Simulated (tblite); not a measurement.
A geometry optimisation, step by step.

Compound: C₅H₇FOSe.
Atom-mapped SMILES: `[CH2:1]=[C:2]1[Se:3][CH2:4][O:5][C@H:6]1[CH2:7][F:8]` (hydrogens: H9, H10 on C1; H11, H12 on C4; H13 on C6; H14, H15 on C7)

Computed with GFN2-xTB (tblite), gas phase: L-BFGS steps from a force-field or distance-geometry start until the largest atomic force falls under 0.01 eV/Å. 6 of its 55 geometries are shown.

Step 0: E = -712.9180 eV, largest atomic force 1.859 eV/Å
```
atom  x, y, z in Å  |  force x, y, z in eV/Å
C1      2.097   -0.562   -0.273    0.222  -1.578   0.584
C2      0.787   -0.679   -0.208   -0.852  -0.798   0.026
Se3    -0.236   -2.239    0.402    0.654  -0.702  -0.166
C4     -1.911   -1.204    0.049    0.718   0.052   0.648
O5     -1.376    0.050    0.301   -1.601   0.694  -0.058
C6     -0.314    0.298   -0.543    1.308   0.288  -0.135
C7      0.157    1.702   -0.250   -0.905   1.526   0.555
F8      1.263    2.073   -0.948   -0.034  -0.018  -0.077
H9      2.693   -1.438    0.042   -0.276   0.669  -0.240
H10     2.639    0.289   -0.594    0.073   0.439  -0.186
H11    -2.224   -1.320   -0.996   -0.153  -0.149   0.135
H12    -2.685   -1.453    0.804    0.442   0.196  -0.597
H13    -0.564    0.214   -1.616   -0.168  -0.070   0.071
H14    -0.669    2.398   -0.532    0.434  -0.147   0.001
H15     0.339    1.879    0.835    0.139  -0.401  -0.560
```

Step 11: E = -713.2613 eV, largest atomic force 0.140 eV/Å
```
atom  x, y, z in Å  |  force x, y, z in eV/Å
C1      2.054   -0.635   -0.240    0.001   0.042  -0.022
C2      0.737   -0.734   -0.176   -0.026   0.078  -0.054
Se3    -0.211   -2.301    0.369    0.023  -0.028   0.074
C4     -1.849   -1.200    0.064   -0.012   0.027  -0.025
O5     -1.448    0.106    0.231    0.030  -0.030  -0.133
C6     -0.283    0.337   -0.537   -0.080  -0.077  -0.006
C7      0.143    1.774   -0.242    0.006  -0.105  -0.012
F8      1.241    2.137   -0.968    0.005   0.023  -0.043
H9      2.692   -1.460    0.029   -0.029  -0.005  -0.010
H10     2.535    0.266   -0.578    0.023  -0.019   0.035
H11    -2.190   -1.407   -0.964   -0.046  -0.011   0.087
H12    -2.616   -1.441    0.799    0.003   0.007  -0.050
H13    -0.528    0.229   -1.613    0.085   0.049   0.063
H14    -0.662    2.458   -0.519   -0.061   0.013   0.039
H15     0.383    1.878    0.818    0.078   0.034   0.057
```

Step 22: E = -713.2806 eV, largest atomic force 0.089 eV/Å
```
atom  x, y, z in Å  |  force x, y, z in eV/Å
C1      2.050   -0.635   -0.239   -0.021   0.012   0.018
C2      0.732   -0.724   -0.168   -0.022   0.008  -0.027
Se3    -0.213   -2.276    0.422   -0.016  -0.006   0.022
C4     -1.862   -1.210    0.050    0.040  -0.020   0.004
O5     -1.484    0.112    0.150    0.018  -0.032  -0.006
C6     -0.280    0.344   -0.551   -0.009  -0.030  -0.013
C7      0.149    1.774   -0.224   -0.014  -0.050  -0.005
F8      1.191    2.158   -1.023   -0.051   0.049   0.012
H9      2.676   -1.473    0.021   -0.014   0.040   0.026
H10     2.546    0.265   -0.560   -0.017  -0.023  -0.033
H11    -2.216   -1.488   -0.954    0.027   0.045   0.024
H12    -2.620   -1.425    0.803    0.003   0.039  -0.049
H13    -0.456    0.275   -1.641    0.004  -0.042   0.010
H14    -0.690    2.448   -0.430    0.063   0.016   0.061
H15     0.472    1.863    0.817    0.009  -0.006  -0.044
```

Step 32: E = -713.2932 eV, largest atomic force 0.068 eV/Å
```
atom  x, y, z in Å  |  force x, y, z in eV/Å
C1      2.042   -0.630   -0.235   -0.007   0.011   0.023
C2      0.724   -0.725   -0.163   -0.004  -0.037   0.009
Se3    -0.218   -2.254    0.489   -0.051   0.042   0.001
C4     -1.863   -1.207    0.038    0.025  -0.026   0.008
O5     -1.491    0.116    0.109   -0.037   0.000  -0.010
C6     -0.278    0.339   -0.576    0.003  -0.005   0.029
C7      0.157    1.761   -0.217    0.008  -0.016  -0.002
F8      1.120    2.211   -1.079   -0.025  -0.010   0.017
H9      2.674   -1.445    0.076    0.006   0.005  -0.012
H10     2.528    0.255   -0.605   -0.004   0.009  -0.017
H11    -2.189   -1.514   -0.966    0.035   0.016  -0.008
H12    -2.648   -1.392    0.771    0.010  -0.013  -0.010
H13    -0.432    0.260   -1.668   -0.011   0.059   0.031
H14    -0.700    2.439   -0.297    0.038  -0.055  -0.007
H15     0.571    1.792    0.796    0.013   0.020  -0.053
```

Step 43: E = -713.2974 eV, largest atomic force 0.038 eV/Å
```
atom  x, y, z in Å  |  force x, y, z in eV/Å
C1      2.032   -0.630   -0.231    0.007  -0.001  -0.016
C2      0.716   -0.732   -0.152    0.014  -0.005   0.011
Se3    -0.230   -2.244    0.532   -0.009   0.026  -0.010
C4     -1.864   -1.208    0.030    0.011  -0.018   0.007
O5     -1.499    0.117    0.106   -0.018   0.004   0.012
C6     -0.280    0.336   -0.568    0.005   0.024   0.016
C7      0.168    1.754   -0.211    0.000   0.037   0.008
F8      1.090    2.215   -1.111   -0.026  -0.022   0.014
H9      2.680   -1.429    0.085   -0.019  -0.018  -0.003
H10     2.505    0.252   -0.627    0.006   0.020  -0.002
H11    -2.154   -1.516   -0.985    0.006  -0.008  -0.004
H12    -2.667   -1.397    0.740   -0.010  -0.001  -0.013
H13    -0.432    0.280   -1.661    0.012  -0.034  -0.001
H14    -0.698    2.423   -0.255    0.027  -0.002   0.011
H15     0.628    1.787    0.781   -0.007  -0.002  -0.029
```

Step 54: E = -713.2987 eV, largest atomic force 0.007 eV/Å
```
atom  x, y, z in Å  |  force x, y, z in eV/Å
C1      2.029   -0.629   -0.233    0.002  -0.005   0.000
C2      0.713   -0.728   -0.137    0.001   0.003  -0.006
Se3    -0.233   -2.234    0.556    0.002  -0.001   0.007
C4     -1.864   -1.210    0.025    0.001   0.005  -0.002
O5     -1.507    0.117    0.107    0.007  -0.001  -0.001
C6     -0.283    0.339   -0.557    0.001   0.000  -0.002
C7      0.171    1.756   -0.208   -0.004  -0.001   0.000
F8      1.069    2.214   -1.133   -0.005   0.001   0.001
H9      2.675   -1.431    0.078    0.000  -0.007   0.000
H10     2.499    0.252   -0.636   -0.001  -0.003   0.003
H11    -2.129   -1.520   -0.996    0.002   0.002   0.001
H12    -2.683   -1.404    0.716    0.003   0.000  -0.002
H13    -0.426    0.272   -1.651   -0.001   0.004   0.003
H14    -0.693    2.428   -0.227   -0.004   0.001   0.001
H15     0.658    1.788    0.770   -0.003   0.001  -0.003
```

Problem. Summarise the path.

Solution. The energy falls by 8.78 kcal/mol from step 0 to step 54; nine tenths of that is first reached at step 11. It falls at every step. The largest force goes from 1.859 to 0.007 eV/Å. Among the bonds C2–Se3 changes most, from 1.964 to 1.908 Å; the atoms move by 0.187 Å rms after alignment.

Problem. Follow the three bonds and two angles with the largest change from start to end.

Solution. 
```csv
step,E above end (kcal/mol),largest force (eV/Å),C2–Se3 (Å),O5–C6 (Å),C1–H9 (Å),Se3–C4–O5 (°),Se3–C2–C6 (°)
0,8.78,1.859,1.964,1.379,1.106,96.5,101.7
2,3.67,0.647,1.940,1.426,1.071,100.4,104.6
5,1.73,0.280,1.918,1.408,1.078,104.7,106.9
7,1.22,0.280,1.917,1.403,1.079,105.1,107.3
9,0.97,0.126,1.911,1.411,1.078,105.3,107.8
12,0.81,0.135,1.912,1.414,1.077,105.5,108.4
14,0.72,0.121,1.916,1.410,1.077,105.7,108.6
16,0.62,0.103,1.915,1.408,1.076,105.9,108.9
19,0.51,0.098,1.908,1.412,1.076,105.8,108.9
21,0.44,0.086,1.908,1.413,1.077,105.7,108.7
23,0.40,0.086,1.913,1.411,1.078,105.8,108.6
26,0.30,0.096,1.913,1.409,1.077,106.1,108.7
28,0.23,0.092,1.910,1.410,1.077,106.0,108.8
31,0.14,0.097,1.910,1.410,1.077,105.6,109.1
33,0.11,0.072,1.911,1.410,1.077,105.7,109.1
35,0.08,0.045,1.909,1.410,1.077,105.8,109.1
38,0.06,0.039,1.908,1.411,1.076,105.7,109.3
40,0.05,0.040,1.909,1.411,1.076,105.7,109.4
42,0.04,0.048,1.910,1.410,1.076,105.6,109.3
45,0.02,0.042,1.909,1.410,1.077,105.5,109.2
47,0.01,0.030,1.909,1.410,1.077,105.5,109.2
49,0.00,0.021,1.909,1.410,1.076,105.5,109.2
52,0.00,0.014,1.908,1.410,1.076,105.5,109.2
54,0.00,0.007,1.908,1.410,1.076,105.5,109.2
```

What follows is the cost of the whole relaxation. On one thread of an Arm Neoverse V1, on a shared host, this took 0.35 s of wall time.
